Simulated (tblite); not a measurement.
Species: C3H12O2Si2.
Numbering: `[CH3:1][CH2:2][CH2:3][O:4][SiH2:5][O:6][SiH3:7]` (hydrogens: H8, H9, H10 on C1; H11, H12 on C2; H13, H14 on C3; H15, H16 on Si5; H17, H18, H19 on Si7)

Structure optimised with GFN2-xTB, isolated species.

List the bond lengths, angles and torsions at this level.

```tsv
bond	length (Å)	order
C1–C2	1.523	single
C2–C3	1.528	single
C3–O4	1.398	single
O4–Si5	1.613	single
Si5–O6	1.609	single
O6–Si7	1.617	single
C1–H8, C1–H9, C1–H10	1.088	single
C2–H11, C2–H12	1.092	single
C3–H13, C3–H14	1.096	single
Si5–H15, Si5–H16	1.462	single
Si7–H17, Si7–H18, Si7–H19	1.462	single
```

Bonds in one row agree within 0.01 Å and their mean is given. Orders are formal, as drawn. A selection of angles:
```tsv
angle	degrees
C2–C1–H8	110.1
C2–C1–H9	110.5
H8–C1–H9	108.6
C1–C2–C3	111.9
C1–C2–H11	110.2
C3–C2–H11	108.3
H11–C2–H12	108.4
C2–C3–O4	110.8
C2–C3–H13	109.8
O4–C3–H13	107.6
O4–C3–H14	110.5
H13–C3–H14	108.2
C3–O4–Si5	129.8
O4–Si5–O6	105.3
O4–Si5–H15	112.8
O4–Si5–H16	111.4
O6–Si5–H15	106.2
O6–Si5–H16	107.5
H15–Si5–H16	113.0
Si5–O6–Si7	159.2
O6–Si7–H17	105.6
O6–Si7–H19	110.3
H17–Si7–H18	112.4
```

Torsions: C1–C2–C3–O4 65° (synclinal); C2–C3–O4–Si5 -121° (anticlinal); C3–O4–Si5–O6 172° (antiperiplanar); O4–Si5–O6–Si7 14° (synperiplanar). The mirror-image conformer, all signs reversed, is as good.

Si5 (oxygen-bound silicon) is distorted tetrahedral (angles from 105.3° to 113.0°). Si7 (oxygen-bound silicon) is distorted tetrahedral (angles from 105.2° to 112.4°). O4 (silyl ether oxygen) is bent (angle 129.8°). Of the pairs four or more bonds apart, O4···H8 is among the closest relative to their van der Waals radii: 2.67 Å, 98 % of the sum of Bondi's values.

Point group: C1 (no symmetry element, even within 0.4 Å). GFN2-xTB frequencies show an imaginary mode (26i cm⁻¹), so the point is no minimum at that level.

The numbers are calculated, not measured.
